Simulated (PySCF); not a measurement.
SMILES CO[Si](C)(OC)[Al]([OH])[OH] (C₃H₁₁AlO₄Si) (GFN2-xTB optimised geometry):

```
20

Si    -0.341    -0.865     0.000
C     -1.235    -1.935    -1.327
O     -0.710    -1.531     1.466
C      0.042    -2.524     2.054
O     -0.943     0.647     0.000
C     -2.281     1.057    -0.009
Al     2.057    -0.865     0.000
O      2.650    -2.044    -0.995
O      2.800     0.128     1.090
H     -2.262    -2.147    -1.041
H     -1.253    -1.426    -2.286
H     -0.730    -2.885    -1.472
H     -0.053    -2.453     3.139
H     -0.280    -3.516     1.724
H      1.112    -2.402     1.778
H     -2.795     0.676    -0.894
H     -2.800     0.700     0.883
H     -2.297     2.147    -0.025
H      3.026    -2.689    -1.578
H      3.159     0.746     1.712
```

Computed with CAM-B3LYP/def2-SVP in PySCF 2.14.0.

Q: What are the frontier orbital energies and the dipole moment?

A: HOMO-2 -9.16 eV, HOMO-1 -9.08 eV, HOMO -7.75 eV, LUMO 1.13 eV, LUMO+1 1.44 eV; dipole moment 1.39 D.

On the same geometry PySCF with PBE/def2-SVP gives HOMO-2 -6.22 eV, HOMO-1 -6.08 eV, HOMO -5.24 eV, LUMO -0.71 eV, LUMO+1 -0.34 eV; dipole moment 1.19 D.

Meta-Löwdin charges at CAM-B3LYP/def2-SVP: Si1 0.96, C2 -0.56, O3 -0.61, C4 -0.04, O5 -0.60, C6 -0.06, Al7 0.85, O8 -0.73, O9 -0.73, H10 0.10, H11 0.10, H12 0.11, H13 0.10, H14 0.09, H15 0.06, H16 0.09, H17 0.09, H18 0.10, H19 0.34, H20 0.34.
